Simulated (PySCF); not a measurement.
An unknown shows these calculated signals:

1H NMR (300 MHz, computed): δ 7.28 (d, 1H), 7.24 (d, 1H), 6.91 (m, 1H), 3.45 (br s, 2H), 2.56 (q, 2H), 2.26 (s, 3H), 1.19 (t, 3H).

13C{1H} NMR (computed): δ 147.0 (C), 134.3 (CH), 133.5 (CH), 130.3 (C), 124.4 (C), 122.9 (CH), 31.7 (CH2), 20.4 (CH3), 15.0 (CH3).

Equivalent nuclei averaged, non-relativistic Hamiltonian, no solvent, one conformer. GFN2-xTB structure; shielding tensors at PBE0/pcSseg-1 (GIAO); PySCF 2.14.

δ = σ(ref) − σ, references computed at the same level: 1H (σ = 31.72 ppm) and 13C (σ = 186.93 ppm) against TMS.

Task: Which of these does the molecule contain: a ketone, an NH or NH2 group, a tert-butyl group, a CH3CH2 unit, a benzene ring, a carboxylic acid?

Result: 
- A ketone: no.
- An NH or NH2 group: yes (δH 3.45 (br s)).
- A tert-butyl group: no.
- A CH3CH2 unit: yes (δC 15.0, 31.7; δH 1.19 (t), 2.56 (q)).
- A benzene ring: yes.
- A carboxylic acid: no.

The data belong to `CCc1cccc(C)c1N`, C9H13N; they needn't prove each group on their own.

Carbon signals by region: 6 in the sp2 and nitrile region (100–160 ppm), 3 below 50 ppm.

The OH or NH signal is concentration- and solvent-dependent in practice; the value given is the gas-phase one. Shifts are as computed. Against solution values, carbons near 30 ppm lie about +3 ppm off and those near 130 ppm about +5 ppm. Of 1211 compounds with measured shifts, 218 miss one by over three times the rms of a fit or turn the order of signals round; such compounds aren't used in these exercises. No couplings were computed; multiplicities are counted from neighbouring protons, with m where these are inequivalent, close in shift, in a saturated or five-membered ring or joined by F or P, and br s for small geminal =CH2 splittings.
